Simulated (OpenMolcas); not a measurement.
## Cu3+: moving the ligands

Cu3+ with 6 ligands (ammonia) in octahedral coordination (S6) at 1.96 Å. Ligand basis ANO-RCC-VDZP.

```
Program             : OpenMolcas 26.06
Method              : CASSCF
Basis               : ANO-RCC-VDZP [5s4p2d1f]
Scalar Hamiltonian  : DKH2, point nucleus
Active space        : 8 electrons in 5 orbitals (3d)
State averaging     : 2S+1 = 3 even, 10 roots; 2S+1 = 1 even, 15 roots
Spin-orbit coupling : state interaction with AMFI integrals over the reference wave functions
```

Runs around this geometry, states. Energies in cm-1 above the lowest state or level, χT in cm3 K/mol.

```
R (Å)  Ground state  First state of that spin  First gap with spin-orbit (degeneracies)  χT at 300 K  First state of another spin
 1.92      2S+1 = 3                     18666                                0.2 (2, 1)        1.157              2S+1 = 1: 16103
 1.96      2S+1 = 3                     16732                                0.2 (2, 1)        1.178              2S+1 = 1: 16196
 2.07      2S+1 = 3                     12425                                0.2 (2, 1)        1.248              2S+1 = 1: 16352
```

Without dynamic correlation the repulsion within the d shell is too large (B by tens of per cent), so at a given field states of lower spin stand too high. Ligand-to-metal charge-transfer states are missing. With no ligand orbital active B as a rule stays too high, so bands that hang on it stand too high and its fall with covalency is understated. With metal d orbitals alone the field can be off either way by tens of per cent. The least metal-like active orbital is 75 % on the metal (Löwdin) and no ligand orbital is active, so the numbers are rough (holds for R = 1.92). The least metal-like active orbital is 76 % on the metal (Löwdin) and no ligand orbital is active, so the numbers are rough (holds for R = 1.96). The least metal-like active orbital is 77 % on the metal (Löwdin) and no ligand orbital is active, so the numbers are rough (holds for R = 2.07). No measured value stands beside these numbers; the geometry is a model, was not optimised and need not be the one that this ion takes.

A state without a sure symmetry label is named by its multiplicity alone.
